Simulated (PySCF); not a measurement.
A side-by-side comparison of computed properties.

First species: C4H6F2O2Si.
SMILES: `O=C[C@@H]1OC[C@@H]([Si@@H]1F)F`

Second species: C4H6F2O2Si.
SMILES: `C=C1O[SiH2][C@@H](C(F)F)O1`

Levels: CAM-B3LYP/def2-SVPD for HOMO energy, LUMO energy, HOMO–LUMO gap and static isotropic polarisability; TDDFT CAM-B3LYP/def2-SVPD for lowest singlet excitation; TDA CAM-B3LYP/def2-SVPD for lowest triplet excitation (Tamm–Dancoff). Geometries: GFN2-xTB. All species are isolated and taken at one optimised geometry, non-relativistic unless stated. Electronic properties by PySCF.

Dipoles, sizes and rotational constants follow the conformer. The torsions of the flexible species, by atom-mapped SMILES:
- `[CH2:1]=[C:2]1[O:3][SiH2:4][C@@H:5]([CH:6]([F:7])[F:8])[O:9]1`: Si4–C5–C6–F7 37°

The conformers of `O=C[C@@H]1OC[C@H](F)[Si@@H]1F` aren't listed.

Values for the first species:

| Quantity | Value |
| --- | --- |
| HOMO energy | -9.23 eV |
| LUMO energy | -0.17 eV |
| HOMO–LUMO gap | 9.06 eV |
| Lowest singlet excitation | 4.33 eV |
| Lowest triplet excitation (Tamm–Dancoff) | 3.75 eV |
| Static isotropic polarisability | 76.0 au |

(1) Estimate the same properties for the second species, and the change in each.

Answers

(1) 
| property | first | second | second less first |
| --- | --- | --- | --- |
| HOMO energy | -9.23 eV | -7.82 eV | +1.41 eV |
| LUMO energy | -0.17 eV | 0.43 eV | +0.60 eV |
| HOMO–LUMO gap | 9.06 eV | 8.25 eV | -0.81 eV |
| lowest singlet excitation | 4.33 eV | 5.52 eV | +1.19 eV |
| lowest triplet excitation (Tamm–Dancoff) | 3.75 eV | 4.43 eV | +0.68 eV |
| static isotropic polarisability | 76.0 au | 79.4 au | +3.4 au |

On the first: No computed singlet falls in the visible range (750 to 380 nm, 1.65 to 3.26 eV); S1 lies 1.07 eV above its blue end. The polarisability is 11.27 Å³ as a volume (1 au = 0.148185 Å³), or 0.97 au for each of the 78 electrons.

On the second: The principal polarisabilities are 64.4, 75.5 and 98.2 au; their mean is the isotropic value. The vertical singlet–triplet gap S1 − T1 is 1.09 eV (TDDFT singlet less Tamm–Dancoff triplet).
